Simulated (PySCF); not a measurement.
C₇H₇FO.
Numbering: `[CH3:1][O:2][C@@:3]12[CH:4]=[CH:5][C@@H:6]1[CH:7]=[C:8]2[F:9]` (hydrogens: H10, H11, H12 on C1; H13 on C4; H14 on C5; H15 on C6; H16 on C7)

The same species was optimised twice, with GFN2-xTB and with PBE0-D3(BJ)/def2-SVP (PySCF), and the same property calculations (PySCF, gas phase) were run on both structures.

| coordinate | GFN2-xTB | PBE0-D3(BJ)/def2-SVP | change |
| --- | --- | --- | --- |
| C8–F9 (Å) | 1.337 | 1.320 | -0.017 |
| C1–O2 (Å) | 1.415 | 1.402 | -0.013 |
| C4=C5 (Å) | 1.328 | 1.340 | +0.012 |
| C5–C6 (Å) | 1.515 | 1.525 | +0.010 |
| C7=C8 (Å) | 1.327 | 1.336 | +0.009 |
| C6–C7 (Å) | 1.517 | 1.525 | +0.008 |
| C3–C6 (Å) | 1.563 | 1.557 | -0.006 |
| O2–C3 (Å) | 1.385 | 1.379 | -0.006 |
| C3–C4 (Å) | 1.528 | 1.533 | +0.005 |
| C3–C8 (Å) | 1.520 | 1.516 | -0.004 |
| C4–C3–C8 (°) | 112.7 | 116.9 | +4.2 |
| C5–C6–C7 (°) | 113.5 | 117.6 | +4.1 |
| O2–C3–C6 (°) | 122.0 | 119.6 | -2.4 |
| C6–C7–C8 (°) | 93.0 | 91.5 | -1.5 |
| O2–C3–C8 (°) | 120.6 | 119.2 | -1.4 |
| O2–C3–C4 (°) | 120.8 | 119.7 | -1.1 |
| C3–C8–C7 (°) | 96.0 | 96.8 | +0.8 |
| C3–C6–C7 (°) | 86.9 | 87.8 | +0.9 |
| C1–O2–C3–C4 (°) | 76 | 77 | +1 |

Rotational constants: A = 2208, B = 1861, C = 1266 MHz (GFN2-xTB) against A = 2171, B = 1888, C = 1263 MHz (PBE0-D3(BJ)/def2-SVP). Point groups within 0.08 Å: C1 and C1.

On the GFN2-xTB structure: lowest singlet, TDDFT (eV) 5.17 [PBE0/def2-SVPD]; lowest triplet, Tamm–Dancoff (eV) 3.66 [PBE0/def2-SVPD]; isotropic polarisability (au) 77.7 [PBE0/def2-SVPD]; HOMO (eV) -7.05 [PBE0/def2-SVPD]; LUMO (eV) -0.76 [PBE0/def2-SVPD]; dipole (D) 1.18 [PBE0/def2-SVPD]; HOMO (eV) -7.00 [PBE0/pcSseg-1]; LUMO (eV) -0.67 [PBE0/pcSseg-1]; dipole (D) 1.10 [PBE0/pcSseg-1]; GIAO shielding of C1 (ppm) 129.1 [PBE0/pcSseg-1]; GIAO shielding of O2 (ppm) 295.2 [PBE0/pcSseg-1]; GIAO shielding of C3 (ppm) 89.7 [PBE0/pcSseg-1]; GIAO shielding of C4 (ppm) 36.9 [PBE0/pcSseg-1]; GIAO shielding of C5 (ppm) 27.7 [PBE0/pcSseg-1]; GIAO shielding of C6 (ppm) 138.8 [PBE0/pcSseg-1]; GIAO shielding of C7 (ppm) 64.6 [PBE0/pcSseg-1]; GIAO shielding of C8 (ppm) 7.6 [PBE0/pcSseg-1].

Question: What do these properties become on the PBE0-D3(BJ)/def2-SVP structure?

Answer: 
```csv
property,level,on GFN2-xTB,on PBE0-D3(BJ)/def2-SVP,change
"lowest singlet, TDDFT (eV)",PBE0/def2-SVPD,5.17,5.24,+0.07
"lowest triplet, Tamm–Dancoff (eV)",PBE0/def2-SVPD,3.66,3.73,+0.07
isotropic polarisability (au),PBE0/def2-SVPD,77.7,79.0,+1.3
HOMO (eV),PBE0/def2-SVPD,-7.05,-7.11,-0.06
LUMO (eV),PBE0/def2-SVPD,-0.76,-0.75,+0.01
dipole (D),PBE0/def2-SVPD,1.18,1.16,-0.02
"energy, GFN2-xTB geometry as zero (kcal/mol)",PBE0/def2-SVPD,0.0,-2.2,-2.2
HOMO (eV),PBE0/pcSseg-1,-7.00,-7.05,-0.05
LUMO (eV),PBE0/pcSseg-1,-0.67,-0.67,0.00
dipole (D),PBE0/pcSseg-1,1.10,1.10,0.00
"energy, GFN2-xTB geometry as zero (kcal/mol)",PBE0/pcSseg-1,0.0,-1.6,-1.6
GIAO shielding of C1 (ppm),PBE0/pcSseg-1,129.1,128.9,-0.2
GIAO shielding of O2 (ppm),PBE0/pcSseg-1,295.2,294.1,-1.1
GIAO shielding of C3 (ppm),PBE0/pcSseg-1,89.7,93.1,+3.4
GIAO shielding of C4 (ppm),PBE0/pcSseg-1,36.9,35.5,-1.4
GIAO shielding of C5 (ppm),PBE0/pcSseg-1,27.7,25.1,-2.6
GIAO shielding of C6 (ppm),PBE0/pcSseg-1,138.8,136.7,-2.1
GIAO shielding of C7 (ppm),PBE0/pcSseg-1,64.6,65.5,+0.9
GIAO shielding of C8 (ppm),PBE0/pcSseg-1,7.6,9.9,+2.3
```

The heavy atoms differ by 0.036 Å rms after alignment. Among bonds between heavy atoms C8–F9 changes most (-0.017 Å). Changes are differences of the printed values. Neither structure is proved a minimum here.

The values belong to the conformer `[CH3:1][O:2][C@@:3]12[CH:4]=[CH:5][C@@H:6]1[CH:7]=[C:8]2[F:9]`: C1–O2–C3–C4 77°.
